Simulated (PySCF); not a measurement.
## C₆ coefficients of unlike pairs at PBE0

Calculated with PySCF 2.14 from the dipole response of each species, C₆(A,B) = (3/π) ∫ α_A(iu) α_B(iu) du, in atomic units, from isotropic polarisabilities. For ions this is the dispersion term alone; charge-induced terms of lower order in 1/R come first.

```tsv
species	configuration	basis	relativity	α (bohr³)	C₆ (like pair)
Pt	[Xe] 4f14 5d9 6s1 (3D)	aug-cc-pwCVQZ-PP with ECP60MDF (9s9p8d5f4g3h)	core potential	40.57	387.6
Xe	[Xe] (1S)	aug-cc-pVQZ-DK3 (9s8p6d3f2g)	spin-free X2C	27.82	293.3
Ag	[Kr] 4d10 5s1 (2S)	aug-cc-pV5Z-PP with ECP28MDF (8s8p7d5f4g3h2i)	core potential	51.69	409.0
As	[Ar] 3d10 4s2 4p3 (4S)	aug-cc-pwCVQZ-PP with ECP10MDF (10s9p8d6f4g1h)	core potential	32.06	273.3
```

(1) Estimate C₆ for Ag with Xe.

No spin-orbit coupling is included.

The other pairs:

```tsv
pair	C₆
Xe, Pt	332.7
As, Pt	324.2
Ag, Pt	392.8
As, Xe	279.6
As, Ag	327.5
```

## Answers

(1) The integral gives 328.6. The combination rule 2 C_A C_B / (C_A α_B/α_A + C_B α_A/α_B) gives 313.6 and the geometric mean 346.3.
